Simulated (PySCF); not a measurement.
## Trend along the chalcogens: MSb molecules

PBE with double-zeta basis sets in PySCF, for the lowest determinant that a PBE0 search found; no spin–orbit coupling. De refers to high-spin ground-configuration atoms. A positive dipole means M(−)Sb(+).

| M | basis | state (unpaired electrons) | Re (Å) | ωe (cm⁻¹) | De (eV) | μ (D) |
| --- | --- | --- | --- | --- | --- | --- |
| O | x2c-SVPall | doublet (π ↑) | 1.862 | 804 | 4.52 | 3.07 |
| S | def2-SVP | doublet (π ↑) | 2.259 | 469 | 3.80 | 2.17 |
| Se | def2-SVP | doublet (π ↑) | 2.379 | 319 | 3.51 | 1.73 |
| Te | def2-SVP | doublet (π ↑) | 2.576 | 253 | 3.03 | 1.03 |

**Question.** By what factor does the harmonic wavenumber vary along the series?

**Answer.** At PBE it runs from 253 cm⁻¹ (SbTe) to 804 cm⁻¹ (SbO), a factor of 3.18.

The rows differ in basis set, which adds steps of its own.

Down a group the atoms grow and get heavier, so bonds lengthen and wavenumbers fall; this series shows no clear exception.

Spin–orbit coupling is left out, which matters for elements this heavy, above all for dissociation energies. States were picked by a PBE0 search and need not be the measured ground states.
